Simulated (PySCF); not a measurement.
# Size series: flake germanane

All values: TDDFT PBE/def2-SVP, gas phase, PySCF SCF with an in-house response code, fitting set def2-universal-JFIT, grid level 1 (kernel 0), vertical, one conformer each, geometries GFN2-xTB; core orbitals frozen in the response. The lowest 6 singlets were sought, and the brightest is taken among them. The runs took 2 to 8 CPU minutes each on shared server CPUs.

Tubes, flakes and crystal cuts are finite pieces capped as the formulas show; sizes are those of the cut before relaxation. Spin-orbit coupling is left out, which matters for the heavier atoms here.

```json
{"rings": "4", "formula": "Ge18H30", "HOMO-LUMO gap / eV": "3.57", "S1 / eV": "3.80", "vertical IP (ΔSCF) / eV": "7.48", "f(S1)": "0.561", "brightest singlet sought / eV": "3.80"}
{"rings": "5", "formula": "Ge20H32", "HOMO-LUMO gap / eV": "3.42", "S1 / eV": "3.60", "vertical IP (ΔSCF) / eV": "7.43", "f(S1)": "0.213", "brightest singlet sought / eV": "3.61"}
{"rings": "6", "formula": "Ge24H38", "HOMO-LUMO gap / eV": "3.26", "S1 / eV": "3.44", "vertical IP (ΔSCF) / eV": "7.22", "f(S1)": "0.710", "brightest singlet sought / eV": "3.44"}
```
